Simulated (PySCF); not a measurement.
Job file and geometry (Å, from GFN2-xTB) of a spin–spin coupling run on `CN1N=C(C)C(Br)=N1`, C₄H₆BrN₃, B3LYP/pcJ-1 Br:pcSseg-1 indirect spin-spin coupling, non-relativistic, gas phase (PySCF 2.14.0, density-fitted response routines); density fitting, a coarse starting grid and PySCF grid level 2 are the driver's defaults:

```
$ OMP_NUM_THREADS=1 python probes_run.py task.json out

{"job": {"kind": "j", "xc": "B3LYP", "basis": "pcJ-1"}, "charge": 0, "multiplicity": 1}
C     -2.219978    -0.850648     0.118344
C     -0.913431    -0.165991    -0.001592
N      0.215103    -0.754413    -0.374198
N      1.132809     0.184972    -0.354278
C      2.505278    -0.069406    -0.667491
N      0.700071     1.366401     0.008896
C     -0.593103     1.182634     0.239614
Br    -1.726019     2.562267     0.789223
H     -2.106434    -1.897636    -0.145651
H     -2.951325    -0.386530    -0.542073
H     -2.590676    -0.770912     1.139471
H      3.051832    -0.364319     0.231014
H      2.944364     0.839867    -1.073008
H      2.550831    -0.876759    -1.395415
```

Problem. What does the program print?

Solution. 
```
coarse grid: 58248 points
cycle   1  E = -2894.1168125108  dE =  2.383e-01  |g| = 8.865e-01  |ddm| = 3.629e+00
cycle   2  E = -2894.0534179919  dE =  6.339e-02  |g| = 8.889e-01  |ddm| = 9.438e-01
cycle   3  E = -2894.1597919161  dE = -1.064e-01  |g| = 3.412e-01  |ddm| = 7.147e-01
cycle   4  E = -2894.1803370565  dE = -2.055e-02  |g| = 1.153e-01  |ddm| = 2.913e-01
cycle   5  E = -2894.1829223803  dE = -2.585e-03  |g| = 3.461e-02  |ddm| = 1.041e-01
cycle   6  E = -2894.1831569111  dE = -2.345e-04  |g| = 7.055e-03  |ddm| = 2.712e-02
cycle   7  E = -2894.1831667027  dE = -9.792e-06  |g| = 1.830e-03  |ddm| = 7.028e-03
final grid: 123120 points
cycle   8  E = -2894.1831721588  dE =  1.108e-06  |g| = 2.926e-03  |ddm| = 4.066e-03
cycle   9  E = -2894.1831671492  dE =  5.010e-06  |g| = 5.663e-03  |ddm| = 6.546e-03
cycle  10  E = -2894.1831739586  dE = -6.809e-06  |g| = 7.077e-04  |ddm| = 4.568e-03
cycle  11  E = -2894.1831740709  dE = -1.123e-07  |g| = 1.043e-04  |ddm| = 5.818e-04
cycle  12  E = -2894.1831740726  dE = -1.761e-09  |g| = 2.321e-05  |ddm| = 6.782e-05
cycle  13  E = -2894.1831740727  dE = -9.277e-11  |g| = 3.553e-06  |ddm| = 1.328e-05
converged SCF energy = -2894.1831740727

Indirect spin-spin couplings (Hz)
  i      j    bonds     total        FC       PSO       DSO        SD
  0 C    1 C    1     59.388    60.320    -1.228     0.296         -
  0 C    2 N    2     -9.087    -9.232     0.182    -0.003    -0.034
  0 C    3 N    3     -3.783    -3.866     0.071     0.030    -0.019
  0 C    5 N    3     -0.066    -0.035    -0.045     0.034    -0.020
  0 C    6 C    2      6.282     6.514    -0.290     0.058         -
  0 C    8 H    1    135.689   133.925     1.030     0.734         -
  0 C    9 H    1    134.707   132.805     1.126     0.776         -
  0 C   10 H    1    134.649   132.744     1.128     0.777         -
  0 C   11 H    5     -0.253    -0.249     0.209    -0.213         -
  1 C    2 N    1     -1.101    -6.063     6.048    -0.130    -0.957
  1 C    3 N    2     -1.909    -1.265     0.072    -0.025    -0.690
  1 C    4 C    3      2.647     2.700     0.048    -0.101         -
  1 C    5 N    2      1.790     0.910     0.421    -0.014     0.472
  1 C    6 C    1     60.842    66.236    -5.860     0.466         -
  1 C    8 H    2     -7.190    -7.092    -0.200     0.102         -
  1 C    9 H    2     -6.647    -6.720    -0.089     0.162         -
  1 C   10 H    2     -6.752    -6.825    -0.093     0.166         -
  1 C   12 H    4      1.015     1.095     0.289    -0.369         -
  1 C   13 H    4      0.253     0.250     0.293    -0.290         -
  2 N    3 N    1    -13.560   -10.283    -3.381     0.059     0.046
  2 N    4 C    2     -7.835    -8.130     0.321     0.012    -0.038
  2 N    5 N    2     -2.097    -0.394    -2.189    -0.010     0.496
  2 N    6 C    2      2.303     1.774     0.080    -0.028     0.478
  2 N    8 H    3     -2.519    -2.738     0.310    -0.110     0.019
  2 N    9 H    3     -2.623    -2.704    -0.016     0.098    -0.001
  2 N   10 H    3     -2.623    -2.702    -0.017     0.097    -0.002
  2 N   11 H    3     -0.107    -0.211     0.055     0.068    -0.018
  2 N   12 H    3     -4.356    -4.510    -0.046     0.201    -0.002
  2 N   13 H    3     -1.610    -1.787     0.248    -0.078     0.008
  3 N    4 C    1    -20.917   -20.476     0.300    -0.128    -0.612
  3 N    5 N    1    -14.366   -11.003    -3.448     0.061     0.024
  3 N    6 C    2     -6.535    -4.765    -0.691    -0.046    -1.033
  3 N    8 H    4      0.364     0.350    -0.076     0.102    -0.013
  3 N    9 H    4     -0.234    -0.276    -0.088     0.113     0.017
  3 N   10 H    4     -0.317    -0.356    -0.089     0.113     0.015
  3 N   11 H    2      2.137     2.162     0.003    -0.036     0.008
  3 N   12 H    2      1.612     1.709    -0.014    -0.046    -0.037
  3 N   13 H    2      1.431     1.531    -0.017    -0.046    -0.038
  4 C    5 N    2     -7.989    -8.273     0.312     0.009    -0.037
  4 C    6 C    3      2.778     2.750     0.107    -0.079         -
  4 C    8 H    5      0.186     0.183     0.190    -0.187         -
  4 C    9 H    5     -0.165    -0.161     0.256    -0.259         -
  4 C   11 H    1    145.305   144.030     0.521     0.754         -
  4 C   12 H    1    145.582   144.377     0.446     0.759         -
  4 C   13 H    1    145.247   144.037     0.453     0.757         -
  5 N    6 C    1      0.672    -4.287     6.124    -0.162    -1.003
  5 N    8 H    4      0.171     0.087    -0.091     0.149     0.026
  5 N    9 H    4      0.395     0.362    -0.088     0.113     0.007
  5 N   10 H    4      0.394     0.362    -0.088     0.113     0.007
  5 N   11 H    3     -0.145    -0.239     0.054     0.060    -0.019
  5 N   12 H    3     -1.746    -1.915     0.257    -0.094     0.007
  5 N   13 H    3     -4.630    -4.770    -0.050     0.192    -0.002
  6 C    8 H    3      8.808     8.663     0.384    -0.239         -
  6 C    9 H    3      2.540     2.523    -0.211     0.228         -
  6 C   10 H    3      2.592     2.574    -0.212     0.230         -
  6 C   11 H    4      0.361     0.288     0.296    -0.222         -
  6 C   12 H    4      0.508     0.367     0.356    -0.215         -
  6 C   13 H    4      1.879     1.868     0.309    -0.298         -
  8 H    9 H    2    -14.034   -14.302     2.725    -2.457         -
  8 H   10 H    2    -14.013   -14.280     2.726    -2.459         -
  9 H   10 H    2    -17.387   -17.826     2.597    -2.158         -
  9 H   11 H    6      0.670     0.721     0.964    -1.015         -
  9 H   12 H    6      0.260     0.320     0.830    -0.890         -
 10 H   11 H    6      0.811     0.844     0.603    -0.636         -
 10 H   13 H    6      0.326     0.351     0.847    -0.872         -
 11 H   12 H    2    -14.307   -14.386     2.597    -2.518         -
 11 H   13 H    2    -14.322   -14.392     2.592    -2.522         -
 12 H   13 H    2    -14.006   -14.027     2.672    -2.651         -
```

Size and cost of the density-fitted run: 290 basis functions, roughly 4 core-minutes.
